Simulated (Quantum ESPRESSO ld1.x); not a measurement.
Values are calculated unless marked as measured or tabulated.
One sound ld1.x (Quantum ESPRESSO 7.5) input for neutral neon gives E = -128.3749 hartree in 25 iterations:

```
 &input
    zed=10.0,
    iswitch=1,
    rel=1,
    lsd=1,
    dft='PW',
    config='[Ne]',
    verbosity='high',
    prefix='ld1',
    max_out_wfc=37,
    file_charge='ld1.rho',
 /
```

Changed or added lines, one case at a time, and what came of them:

- lsd=2: refused. The program stops in ld1_readin with "lsd not correct": lsd takes 0 or 1.
- beta=1.5: harmless. The Broyden-type mixing copes: 18 iterations against 25, same energy.
- xmin=0.0: ignored. A value of zero is read as not set, so the default xmin is used, as the mesh line shows.
- config='[Ne] 8s1': refused. The program stops in el_config with "wrong main quantum number": the config string takes n from 1 to 7 alone.
- iswitch=0: refused. The program stops in ld1_readin with "wrong iswitch": iswitch takes 1 to 4.
- noscf=.true.: refused. The program stops in ld1_readin with "hydrogenic levels available only with lsd=0": noscf gives hydrogenic levels and needs lsd = 0.
- atom='Jo' (without zed): crashed. The symbol names no element; the program warns, takes a nuclear charge of zero and dies without a result.
